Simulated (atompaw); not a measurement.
# How hard is this zinc (Zn) PAW (atompaw) potential?

zinc (Zn), PAW, made with atompaw 4.2.0.5 (LDA (PW92), scalar-relativistic). Core [Ar], reference 3d10 4s1 4p0 (charge +1). Waves: 4s (bound): rc 2.00 bohr; 4s channel at 0.85 Ry: rc 2.00 bohr; 4p (bound, empty): rc 2.00 bohr; 4p channel at 0.05 Ry: rc 2.00 bohr; 3d (bound): rc 1.35 bohr; 3d channel at -0.3 Ry: rc 1.35 bohr. Local part: ultrasoft scheme with l = 3 at 1 Ry, radius 1.35 bohr. Core correction: smooth core density matched at 1.10 bohr. Augmentation charge: sinc compensation charge, radius 1.45 bohr; PAW radius 2.00 bohr; waves and projectors: custom rrkj vanderbiltortho.

The pseudo-atom Hamiltonian at the reference potential is diagonalised in spherical Bessel functions j_l(qr) that vanish at 20 bohr, with q² up to the cutoff. All-electron valence levels (Ry): 4s -1.0541, 4p -0.5875, 3d -1.4789.

Problem. How do the lowest levels (Ry) of each channel move with the cutoff, and are there ghosts?

Solution.

```json
{"cutoff (Ry)": "8", "s #1": "-1.0533", "p #1": "-0.5871", "p #2": "-0.1619", "d #1": "-0.2278", "f #1": "-0.0482", "f #2": "0.0532", "Σ f·Δε (mRy)": "12511.7"}
{"cutoff (Ry)": "15", "s #1": "-1.0540", "p #1": "-0.5875", "p #2": "-0.1620", "d #1": "-0.4138", "f #1": "-0.0483", "f #2": "0.0532", "Σ f·Δε (mRy)": "10651.2"}
{"cutoff (Ry)": "25", "s #1": "-1.0541", "p #1": "-0.5875", "p #2": "-0.1620", "d #1": "-1.0578", "f #1": "-0.0483", "f #2": "0.0532", "Σ f·Δε (mRy)": "4211.1"}
{"cutoff (Ry)": "40", "s #1": "-1.0541", "p #1": "-0.5875", "p #2": "-0.1620", "d #1": "-1.4421", "f #1": "-0.0483", "f #2": "0.0532", "Σ f·Δε (mRy)": "368.3"}
{"cutoff (Ry)": "50", "s #1": "-1.0541", "p #1": "-0.5875", "p #2": "-0.1620", "d #1": "-1.4749", "f #1": "-0.0483", "f #2": "0.0531", "Σ f·Δε (mRy)": "40.8"}
{"cutoff (Ry)": "70", "s #1": "-1.0541", "p #1": "-0.5875", "p #2": "-0.1620", "d #1": "-1.4781", "f #1": "-0.0483", "f #2": "0.0531", "Σ f·Δε (mRy)": "8.6"}
{"cutoff (Ry)": "100", "s #1": "-1.0541", "p #1": "-0.5875", "p #2": "-0.1620", "d #1": "-1.4788", "f #1": "-0.0483", "f #2": "0.0531", "Σ f·Δε (mRy)": "1.1"}
{"cutoff (Ry)": "140", "s #1": "-1.0541", "p #1": "-0.5875", "p #2": "-0.1620", "d #1": "-1.4789", "f #1": "-0.0483", "f #2": "0.0531", "Σ f·Δε (mRy)": "0.4"}
{"cutoff (Ry)": "400", "s #1": "-1.0541", "p #1": "-0.5875", "p #2": "-0.1620", "d #1": "-1.4789", "f #1": "-0.0483", "f #2": "0.0531", "Σ f·Δε (mRy)": "0.0"}
```

Result: no extra level below or beside the all-electron valence levels (s, p, d, f tested); 10 mRy is reached at 60 Ry and 1 mRy at 110 Ry.
